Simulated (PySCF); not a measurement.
CdHF, SMILES [F][CdH].

The structure is a stationary point at B3LYP-D3(BJ)/def2-TZVPD. The def2 effective core potentials stand for the cores of Cd; spin–orbit coupling is left out.

Calculation: TDA-ωB97X/def2-TZVPD (PySCF).

Vertical excitations; the highest root listed may be one member of a degenerate set.  State labels are in the subgroup C2v.

```
state  symmetry  energy (eV)  λ (nm)      f                                                                main pairs
-----  --------  -----------  ------  -----  ------------------------------------------------------------------------
S1           B2         7.34     169  0.013                                              HOMO−1→LUMO (degenerate set)
S2           B1         7.34     169  0.013                                              HOMO−2→LUMO (degenerate set)
S3           B2         7.86     158  0.241                                              HOMO→LUMO+2 (degenerate set)
S4           B1         7.86     158  0.241                                              HOMO→LUMO+1 (degenerate set)
S5           A1         8.06     154  0.124  HOMO→LUMO 26 %, HOMO−3→LUMO 26 %, HOMO−1→LUMO+2 22 %, HOMO−2→LUMO+1 22 %
S6           A2         8.14     152  0.000                                    HOMO−2→LUMO+2 48 %, HOMO−1→LUMO+1 48 %
S7           A2         8.16     152  0.000                             HOMO−1→LUMO+1, HOMO−2→LUMO+2 (degenerate set)
S8           A1         8.16     152  0.000                             HOMO−2→LUMO+1, HOMO−1→LUMO+2 (degenerate set)
S9           A1         8.42     147  0.273                                          HOMO→LUMO 53 %, HOMO−3→LUMO 40 %
S10          B2         8.96     138  0.254                                                        HOMO−3→LUMO+2 95 %
T1           A1         6.46     192      0                                                            HOMO→LUMO 91 %
T2           B1         7.01     177      0                                              HOMO−2→LUMO (degenerate set)
T3           B2         7.01     177      0                                              HOMO−1→LUMO (degenerate set)
T4           B1         7.26     171      0                                                          HOMO→LUMO+1 95 %
```
Triplets are in the Tamm–Dancoff approximation.
